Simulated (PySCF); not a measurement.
## From computed data to an observable: oscillator strength and radiative lifetime

Ga(H)(F)(OMe) (CH4FGaO), SMILES C[O][GaH][F].

Geometry: B3LYP-D3(BJ)/def2-SVP. The structure was generated by enumeration; whether it is a known compound was not checked. One conformer was computed; it need not be the lowest.

PySCF with TDDFT-PBE0/def2-SVPD puts the first singlet state with f over 0.02 at 6.13 eV (vertical), with the transition dipole (0.012, 0.478, 0.000) in atomic units.

Problem. Find the oscillator strength, the wavelength and the radiative lifetime that this transition would have in vacuum if emission retraced absorption.

Solution. 
|μ|² = 0.2286 au, so |μ| = 1.22 D. ΔE = 6.13/27.211 = 0.2253 hartree. f = (2/3) ΔE |μ|² = 0.034 (the program prints 0.034).
λ = 1239.84/6.13 = 202 nm; ν = 49442 cm⁻¹.
Einstein's coefficient A = 0.6670 ν² f s⁻¹ (ν in cm⁻¹) = 5.6e7 s⁻¹, so τ = 1/A = 18 ns. This state is S2; the lower singlet has f = 0.003. The figure is the radiative limit of this one transition; relaxation, internal conversion, crossing to triplets and a medium change what is measured.
